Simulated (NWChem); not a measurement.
Species: C2H6Mg; SMILES [CH3][Mg][CH3]

Results from NWChem. Geometry: optimised at PBE0/def2-SVP.

Q: Order these by “orbital gap (eV)”, lowest first: B3LYP/pcseg-2; B3LYP/pcseg-1; B3LYP/aug-pcseg-1; B3LYP/3-21G.

A: B3LYP/aug-pcseg-1 (5.42), B3LYP/pcseg-2 (5.51), B3LYP/pcseg-1 (5.65), B3LYP/3-21G (5.74)
